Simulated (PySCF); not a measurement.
Triethylphosphine oxide, C₆H₁₅OP.
Bonds: C1–C2, C2–P3, P3–O4 (double), P3–C5, C5–C6, P3–C7, C7–C8. Hydrogens: H9, H10, H11 on C1; H12, H13 on C2; H14, H15 on C5; H16, H17, H18 on C6; H19, H20 on C7; H21, H22, H23 on C8.

Computed, not measured: PBE0-D3(BJ)/def2-SVP geometry optimisation, gas phase (PySCF).

Entries marked ? are missing. Bonds in one row agree within 0.01 Å.

```csv
coordinate,value
"C1–C2, C5–C6, C7–C8",?
"C2–P3, P3–C5, P3–C7",?
P3=O4,?
C1–H9 and 8 like bonds,1.101 Å
C2–H12 and 5 like bonds,1.103 Å
C1–C2–P3,?
C2–P3–O4,113.1°
C2–P3–C5,?
C2–P3–C7,?
O4–P3–C7,112.1°
P3–C7–C8,?
```

**Question.** Fill in the missing values.

**Answer.** 
- C1–C2, C5–C6, C7–C8 = 1.522 Å, drawn single (methyl carbon to sp3 carbon bound to phosphorus); equal to the sum of covalent radii, 1.52 Å.
- C2–P3, P3–C5, P3–C7 = 1.828 Å, drawn single (sp3 carbon bound to phosphorus to phosphoryl phosphorus); equal to the sum of covalent radii, 1.83 Å.
- P3=O4 = 1.502 Å, drawn double (phosphoryl phosphorus to phosphoryl oxygen); 0.23 Å below the sum of covalent radii, 1.73 Å.
- C1–C2–P3 = 111.7°, at the sp3 carbon bound to phosphorus; the outer atoms are 2.776 Å apart.
- C2–P3–C5 = 105.0°, at the phosphoryl phosphorus; the outer atoms are 2.899 Å apart.
- C2–P3–C7 = 106.5°, at the phosphoryl phosphorus; the outer atoms are 2.930 Å apart.
- P3–C7–C8 = 117.5°, at the sp3 carbon bound to phosphorus; the outer atoms are 2.868 Å apart.

Radii are Cordero's, carbon taken as 0.76, 0.73 or 0.69 Å for four, three, and two or fewer neighbours.

No frequency check. The numbers are those of one conformer (C1–C2–P3–O4 -54°, C2–P3–C5–C6 179°, C2–P3–C7–C8 57°).

Time: 2.1 min wall; peak memory 0.87 GiB. Hardware: one thread, Arm Neoverse V2 (aarch64), shared host with 32 logical CPUs at a one-minute load of 15. This is the geometry optimisation.
